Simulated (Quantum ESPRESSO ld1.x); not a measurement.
Values are calculated unless marked as measured or tabulated.
Species: the cerium ion Ce+. Configuration: [Kr] 4d10 4f1 5s2 5p4 5d2 5f2 (not the ground configuration). Level of theory: scalar-relativistic Kohn-Sham, LDA (Slater exchange, Perdew-Wang correlation), spin-polarised, spherical densities, point nucleus; open shells are filled with parallel spins first (ld1.x of Quantum ESPRESSO 7.5). Some entries of the table are withheld. Estimate them.

orbital,occ.,eigenvalue (eV),<1/r> (bohr^-1),<r> (bohr)
1s up,1,-40249.4,63.29,0.02459
1s down,1,-40249.2,63.29,0.02459
2s up,1,-6461.32,14.59,0.1053
2s down,1,-6461.14,14.59,0.1053
2p up,3,-5791.67,13.82,0.09239
2p down,3,-5791.47,13.82,0.09239
3s up,1,-1405.55,5.292,0.2790
3s down,1,-1405.07,5.293,0.2790
3p up,3,-1192.55,5.014,0.2770
3p down,3,-1192.06,5.015,0.2769
3d up,5,-889.140,4.758,0.2538
3d down,5,-888.697,4.759,0.2537
4s up,1,-299.122,2.214,0.6376
4s down,1,-297.925,2.214,0.6374
4p up,3,-229.518,2.042,0.6751
4p down,3,-228.295,2.043,0.6746
4d up,5,-129.301,1.780,0.7442
4d down,5,-127.968,1.783,0.7423
5s up,1,-58.4752,0.8948,1.484
5s down,1,-55.5477,0.8998,1.480
5p up,3,(1),0.7781,1.686
5p down,1,(2),0.7790,1.688
4f up,1,-23.9810,1.251,1.034
4f down,0,-22.1033,1.269,1.014
5d up,2,-17.1407,0.5650,2.288
5d down,0,-14.3921,0.5502,2.353
5f up,2,-3.3724,(3),5.956
5f down,0,-2.3880,(4),7.237

Answer. 
(1) 5p up eigenvalue (eV): -40.2647
(2) 5p down eigenvalue (eV): -37.2339
(3) 5f up <1/r> (bohr^-1): 0.2105
(4) 5f down <1/r> (bohr^-1): 0.1696
